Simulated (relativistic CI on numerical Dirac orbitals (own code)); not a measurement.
Computed by Dirac-Coulomb-Breit CI, separate exchange-only KLI orbitals for each configuration, QED by a radiative potential, unscaled Slater integrals (own radial code, finite nucleus).

The strongest absorption lines from the ground level of an ion, among the configurations computed and to levels below about 270 eV (vacuum wavelength in nm, gf): 4.6559 (0.039), 4.6585 (0.02), 5.2983 (0.078), 5.3041 (0.041), 7.1944 (0.23), 7.2162 (0.12), 42.207 (0.61), 44.252 (0.29).

**Question.** Which ion is it?
A. V XI
B. V XV
C. Co XVII
D. V XIII

**Answer.** D. V XIII has 11 electrons and the ground level 3s 2S_1/2; the strongest line goes to 3p 2P°_3/2. The pattern of lines fixes the number of electrons, and along that sequence the line energies rise steadily with the charge (about as its square where n changes within one kind of shell, about linearly where n is kept but much faster in heavy ions where fine structure, which grows about as Z⁴, sets the gap, and irregularly where shells cross), which fixes Z. Configurations outside the model, such as inner-shell arrays, can give stronger lines. At this charge energies of transitions that change n are usually good to better than 1 %, and those within a shell (Δn = 0) to a few per cent.
